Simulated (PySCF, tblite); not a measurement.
Calculations on `O(C)c1[c]c(Cl)ncc1` [radical], in the order of a workflow; each names the level of the geometry that it ran on. Settings lines and outputs come from a driver script.

C6H5ClNO (doublet state).
Bonds: C1–O2, O2–C3, C3–C4 (aromatic), C4–C5 (aromatic), C5–Cl6, C5–N7 (aromatic), N7–C8 (aromatic), C8–C9 (aromatic), C3–C9 (aromatic). Hydrogens: H10, H11, H12 on C1; H13 on C8; H14 on C9.

Step 1: GFN2-xTB geometry optimisation, gas phase (tblite 0.8.0) (from a force-field or distance-geometry start)
```json
{"job": {"kind": "relax", "xc": "GFN2-xTB", "basis": "xTB"}, "charge": 0, "multiplicity": 2}
```
```
step      E/eV     max force
  0    -729.96492    2.156
  1    -730.08980    0.696
  2    -730.11304    0.300
...
 12    -730.13693    0.013
 13    -730.13697    0.014
 14    -730.13699    0.014
 15    -730.13702    0.012
 16    -730.13703    0.008
```

Energy lowered by 4.0 kcal/mol over 16 steps; largest atomic force 0.008 eV/Å at the end. «max force» is the largest atomic force in eV/Å.

Step 2: GFN2-xTB harmonic vibrations, gas phase (tblite 0.8.0) (on the GFN2-xTB geometry)
```json
{"job": {"kind": "ir", "xc": "GFN2-xTB", "basis": "xTB"}, "charge": 0, "multiplicity": 2}
```
```
(table of modes left out)
```

36 modes from 87 to 3097 cm⁻¹ (unscaled, harmonic); zero-point energy 59.8 kcal/mol; all wavenumbers are real at this level.

Step 3: UKS B3LYP, pcH-1 on C Cl H N O, non-relativistic, mean-field spin-orbit, GIAO (PySCF 2.14.0) (on the GFN2-xTB geometry)
```json
{"job": {"kind": "epr", "basis": "pcH-1"}, "charge": 0, "multiplicity": 2}
```
```
...
E = -821.73805987 Eh   <S^2> = 0.7579 (exact 0.7500)
g shifts (ppm)      1          2          3
  rmc          -172       -172       -172
  gc             -8         13         37
  oz_so        -866       -787        973
  total       -1045       -946        838
hyperfine (MHz)  atom isotope    a_iso     a_fc   dipolar eigenvalues
    0   13C      -1.39      -1.39     -0.36     -0.34      0.70
    1   17O     -12.43     -12.42     -4.90      0.37      4.53
    2   13C      -9.35      -9.34    -13.28     -4.43     17.71
    3   13C     391.28     391.38    -77.37    -59.83    137.20
    4   13C     -12.64     -12.55    -14.87     -3.80     18.67
    5  35Cl      -1.42      -1.54     -4.76     -2.88      7.64
    6   14N       0.91       0.92     -6.87     -4.42     11.29
    7   13C       9.11       9.10     -6.64      2.34      4.30
    8   13C      11.26      11.28     -4.63     -2.21      6.85
    9    1H      -0.35      -0.35     -1.21     -0.95      2.16
   10    1H      -0.35      -0.35     -1.21     -0.95      2.16
   11    1H       0.28       0.28     -0.97     -0.74      1.72
   12    1H      11.33      11.32     -2.19     -0.19      2.38
   13    1H      13.82      13.83     -3.11     -1.85      4.96
```

⟨S²⟩ 0.758; g_iso 2.0019. rmc, gc and oz_so are the mass-correction, gauge-correction and orbital-Zeeman/spin–orbit parts of the g shift along its three principal axes; a_iso is the isotropic hyperfine coupling and a_fc its Fermi-contact part. The log counts atoms from 0, this text from 1.

Problem. Which step took the most CPU time, and about what did each take on one thread, Arm Neoverse N1 (aarch64) (shared host)?

Solution. Step 3, about 99 % of the total. CPU time by step: 1: 0.19 s, 2: 0.78 s, 3: 2.7 min.

Geometry of the electronic-property runs (GFN2-xTB):
```
atom  x, y, z in Å
C1    -2.4512   -0.2764   -0.0413
O2    -1.5152    0.7527    0.1842
C3    -0.2093    0.4944    0.0121
C4     0.7027    1.5081    0.2383
C5     2.0428    1.3317    0.0883
Cl6    3.1850    2.5746    0.3638
N7     2.5222    0.1518   -0.2878
C8     1.6912   -0.8420   -0.5145
C9     0.3195   -0.7483   -0.3864
H10   -2.4217   -0.6243   -1.0785
H11   -2.2883   -1.1210    0.6353
H12   -3.4241    0.1669    0.1630
H13    2.1579   -1.7698   -0.8169
H14   -0.3123   -1.5990   -0.5867
```

 (This holds for the electronic-property runs.)

One conformer stands for the species.
